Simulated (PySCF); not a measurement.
This triplet is an excited state, 1.14 eV above the relaxed singlet at the level B3LYP-D3(BJ)/def2-TZVP (PySCF).

B3LYP has the VWN-RPA correlation part, as in Gaussian. 

Cartesian coordinates (Å):
```xyz
8

C      2.5725    -0.0859    -0.7507
C      1.5022    -0.1607    -0.1754
Si     0.0071    -0.3109     0.7824
C     -1.6523     0.0853    -0.0407
H      3.5005    -0.0161    -1.2652
H     -1.6533     1.1202    -0.3862
H     -2.4655    -0.0494     0.6714
H     -1.8113    -0.5825    -0.8888
```
Charge 0, spin multiplicity 3.

Problem. Estimate the total energy, dipole moment and highest occupied spin orbital that PySCF 2.14.0 with B3LYP-D3(BJ)/def2-TZVP returns for this input.

Solution. 
| Item | Result |
|---|---|
| total energy | -406.1548 Ha |
| dipole moment | 0.95 D |
| highest occupied spin orbital | -4.70 eV |
